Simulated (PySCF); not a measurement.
O₂S, charge +1, doublet, geometry from GFN2-xTB (a state made from the parent by changing its charge; the spin is typed, not shown lowest). Base run: PBE0/6-31G* in PySCF.

The PySCF input:
```python
from pyscf import gto, scf, dft

mol = gto.Mole()
mol.atom = '''
    S     0.011647   -0.003457    0.315727
    O    -0.031562    1.262969   -0.301200
    O     0.008268   -1.256054   -0.330254
'''
mol.basis = '6-31g*'
mol.charge = 1
mol.spin = 1
mol.verbose = 4
mol.build()

mf = dft.UKS(mol)
mf.xc = 'pbe0'
mf.kernel()
```

The base run was repeated with changes; each row names its change, and settings that it needs were set with it.

| change | ΔE vs base (mEh) | SCF cycles | <S^2> | outcome |
|---|---|---|---|---|
| base | 0.000 | 11 | 0.757 | converged |
| conv_tol = 1e-11 | 0.000 | 13 | 0.757 | converged |
| diis = off; damp = 0.6 (with mf.diis_start_cycle = 200; with mf.max_cycle = 150) | 0.000 | 29 | 0.757 | converged |
| init_guess = sap | 0.000 | 12 | 0.757 | converged |
| damp = 0.5; diis_start_cycle = 5 | 0.000 | 14 | 0.757 | converged |
| conv_tol = 1e-6 | 0.002 | 8 | 0.757 | converged |
| solver = newton; init_guess = 1e | 0.000 | - | 0.757 | converged |
| conv_tol_grad = 1e-7 | 0.000 | 15 | 0.757 | converged |
| DIIS = ADIIS | 0.000 | 20 | 0.757 | converged |
| init_guess = vsap | 0.000 | 12 | 0.757 | converged |
| conv_tol = 1e-7 | 0.000 | 10 | 0.757 | converged |
| level_shift = 1.0 (with mf.max_cycle = 100) | 0.000 | 31 | 0.757 | converged |
| diis = off; damp = 0.3 (with mf.diis_start_cycle = 200; with mf.max_cycle = 150) | - | 150 | - | not converged |

Open shells are given as the SCF converged; they aren't shown to be the lowest states, and a large step between rows can be another state.
